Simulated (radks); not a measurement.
Numerical settings for neutral gold, [Xe] 4f14 5d10 6s1. Calculated with a radial shooting solver on a logarithmic mesh with Libxc functionals: scalar-relativistic Kohn-Sham, LDA (Slater exchange, Perdew-Wang correlation), spin-unpolarised, spherical densities, point nucleus. The defaults (mesh step 0.008 in ln r, mesh end at 40 bohr or more with all orbitals vanishing there, Anderson mixing 0.5 over 9 steps, residual threshold near 1e-9 with the energy settled to 1e-9 hartree or 1e-11 of itself, here a cap of 80 iterations) give E = -19001.365 hartree and 6s at -6.083 eV in 15 iterations. Run on one thread of a shared host, so times are rough (Arm Neoverse V1): 0.18 s of CPU time, 0.18 s wall, 15 iterations on 2728 mesh points. Changes against that run (0 stands for a change within the tolerance of the run):

setting,iterations,converged,E (mhartree),e(6s) (meV),CPU (s)
mesh step in ln r 0.08,4,no,diverged,-,0.02
mesh step in ln r 0.005,15,yes,0,0,0.28
mesh step in ln r 0.003,15,yes,0,0,0.46
mesh end (bohr) 3,14,level above zero,+1.66e+03,+2.28e+04,0.14
mesh end (bohr) 400,15,yes,0,0,0.18
residual threshold 0.1,10,yes,0,+1.06,0.14
residual threshold 1e-05,11,yes,0,+0.0235,0.15
mixing 2.5,23,yes,0,0,0.28
"linear mixing, mixing 0.8",80,no,+2.89e+05,-2.36e+04,2.1
"linear mixing, mixing 0.05",80,no,-6.33,-68.3,0.87
mixing history 2,25,yes,0,0,0.27
iteration cap 5,5,no,+4.5,-3.01,0.07

Settled on a wrong energy, with an occupied level pushed above zero by the early mesh end: mesh end (bohr) 3 (+1.66 hartree). Apart from these: no run marked as converged misses the energy by more than 1 mhartree. A mesh that ends early acts as a hard wall.
